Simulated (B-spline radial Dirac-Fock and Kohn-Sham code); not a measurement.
Rh⁷⁺: eigenvalues, ΔSCF and the reference

System: rhodium as Rh⁷⁺ in the configuration [Kr] 4d2.

The density-functional columns are spherical, spin-unpolarised Dirac-Kohn-Sham results without Breit or QED terms: −ε is minus the orbital energy of the initial state and ΔSCF the difference of two total energies. The reference in the last column comes from Dirac-Fock ΔSCF + Breit + QED. All numbers are from a radial atomic solver, in eV; a selection of levels is shown. The Kohn-Sham columns are given as differences from the reference. For the 1s level of heavy atoms much of the gap between ΔSCF and the reference is the Breit and QED part, -68.1 eV here; for other levels the error of the functional can be larger.

```csv
level,LDA −ε − DF,LDA ΔSCF − DF,PBE −ε − DF,PBE ΔSCF − DF,Dirac-Fock
1s,-240.9,+60.4,-211.0,+91.1,23353.5
2s,-101.4,-44.5,-98.0,-41.3,3553.6
2p1/2,-75.8,-6.6,-74.7,-5.5,3282.9
2p3/2,-77.7,-11.5,-76.8,-10.7,3140.4
3s,-51.7,-29.1,-50.5,-28.0,763.0
3p1/2,-41.4,-18.4,-41.0,-18.0,656.7
3p3/2,-41.1,-18.6,-40.7,-18.2,631.5
3d3/2,-24.1,-0.1,-24.4,-0.5,444.1
3d5/2,-24.3,-0.5,-24.6,-0.8,439.4
4s,-17.1,-5.9,-17.1,-5.9,208.3
4p1/2,-10.5,+0.3,-10.6,+0.1,170.9
4p3/2,-10.5,0.0,-10.6,0.0,166.3
4d,-8.0,+1.4,-8.2,+1.2,114.3
```

Values without a named source are computed, but for edge energies of neutral atoms, which are taken from tables.
